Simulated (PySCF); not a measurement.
Isomers of C5H12N2O, one GFN2-xTB conformer each. Single-point energies are computed at PBE0/pcSseg-1 (PySCF, gas phase, no added dispersion term), electronic only.

Question: Rank them by PBE0/pcSseg-1 energy, lowest first (kcal/mol).
A. `[CH3:1][C:2](=[O:3])[CH:4]([CH2:5][NH2:6])[CH2:7][NH2:8]` with C1–C2–C4–C5 -69°, C2–C4–C5–N6 174°, C4–C5–N6–H -63° and 55°, C2–C4–C7–N8 -169°, C4–C7–N8–H -174° and 68°
B. `[CH3:1][N:2]([CH3:3])[C:4](=[O:5])[N:6]([CH3:7])[CH3:8]` with C1–N2–C4–O5 7°, N2–C4–N6–C7 -173°

Answer: B (0.0), A (11.6).

As drawn, the lower has a C(=O)–N unit, which the higher lacks; the higher has an N–H bond, which the lower lacks. GFN2-xTB itself gives, in the same order: 0.0, 37.3. Both levels put the same isomer lowest.

Question: Which frontier levels, dipoles and rotational constants go with these structures?

Answer: 
```tsv
SMILES	HOMO (eV, PBE0/pcSseg-1)	LUMO (eV)	dipole (D)	A, B, C (MHz)
CN(C)C(=O)N(C)C	-6.62	1.28	3.44	3197, 1667, 1226
CC(=O)C(CN)CN	-6.23	-0.40	2.78	2812, 1439, 1072
```
